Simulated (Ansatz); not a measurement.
PbH4 in a box, plane waves

Ansatz 0.2.0, DFT PBE, spin-orbit coupling, plane waves, PAW, molecule in a box. The geometry was relaxed with Gaussian bases (TPSS; Pb def2-SVP with ECP60, H def2-SVP).

```yaml
crystal:
  lattice:
    - [11.89, 0.0, 0.0]
    - [0.0, 11.08, 0.0]
    - [0.0, 0.0, 11.89]
  atoms:
    - { symbol: Pb, position: [0.49818167, 0.49843592, 0.50003364] }
    - { symbol: H, position: [0.49639277, 0.40613718, 0.62159798] }
    - { symbol: H, position: [0.49639277, 0.40613718, 0.3784693] }
    - { symbol: H, position: [0.62147351, 0.58803159, 0.50003364] }
    - { symbol: H, position: [0.3784693, 0.59345668, 0.50003364] }
basis:
  ecutwfc: 420
  ecutrho_ratio: 4
kpoints:
  mp_grid: { grid: [1, 1, 1] }
hamiltonian:
  xc: pbe
scf:
  occupations: { method: gaussian, width: 0.01 }
output:
  forces: true
  eigenvalues: true
  populations: true
  write_density: true
  write_potential: true
  elf: true
  volumetric_format: npy
magnetization:
  noncollinear: true
  spin_orbit: true
```

Command:
```sh
ansatz run input.yaml --threads 2 --pin off --max-ram 5120MiB --backend cpu --events-out ev --progress --plain --runs-dir out
```
It took 21 s on 2 threads of Arm Neoverse V1, on a shared host, peak memory 1.6 GiB.

Problem. How does the SCF go?

Solution. 
```
SCF iter   1: F=—  HF=-12006.960294 eV  |F-HF|=—  |Δ(HF+E_count)|=         —  Δρ=1.30e-2
preconditioner: auto → Resta (q_TF=auto, 1.296 Å⁻¹)  ε∞=1.1  [insulator: Δε(μ)=6.241 eV  Ē_g=9.567 eV  σ=0.010 eV  W_gap=1.00  n_s
spin=Noncollinear: Resta preconditioning applied to the charge; magnetization (m_x, m_y, m_z) channels mix plain (no charge-respon
SCF iter   2: F=—  HF=-12006.378834 eV  |F-HF|=—  |Δ(HF+E_count)|=   5.81e-1  Δρ=7.65e-3
SCF iter   3: F=—  HF=-12006.079519 eV  |F-HF|=—  |Δ(HF+E_count)|=   2.99e-1  Δρ=7.32e-4
SCF iter   4: F=—  HF=-12006.080455 eV  |F-HF|=—  |Δ(HF+E_count)|=   9.35e-4  Δρ=4.32e-4
SCF iter   5: F=—  HF=-12006.080530 eV  |F-HF|=—  |Δ(HF+E_count)|=   7.50e-5  Δρ=1.26e-4
SCF iter   6: F=—  HF=-12006.080447 eV  |F-HF|=—  |Δ(HF+E_count)|=   8.23e-5  Δρ=4.74e-5
SCF iter   7: F=—  HF=-12006.080401 eV  |F-HF|=—  |Δ(HF+E_count)|=   4.67e-5  Δρ=8.20e-6
SCF iter   8: F=-12006.080400 eV  HF=-12006.080400 eV  |F-HF|=7.50e-9  |Δ(HF+E_count)|=   3.86e-7  Δρ=7.12e-7
```

Problem. Which levels lie next to the highest filled one (eV, counted from it)?

Solution. Filled: -12.52, -12.52, -6.39, -6.39, -0.79, -0.79, 0.00, 0.00, 0.00, 0.00. Empty: 5.75, 5.75, 7.08, 7.08, 7.37, 7.37, 7.41, 7.41.

Problem. What forces are left at this geometry, relaxed with Gaussian bases (eV/Å)?

Solution. 
```
Pb   0.00  0.00  0.00
H    0.00  0.07 -0.10
H    0.00  0.07  0.10
H   -0.09 -0.07  0.00
H    0.09 -0.07  0.00
```

The highest of the empty levels listed lie near the vacuum level and may be states of the box.

The forces come from the other functional as well as from the basis.

No frequency check is given that shows the relaxed geometry to be a minimum.
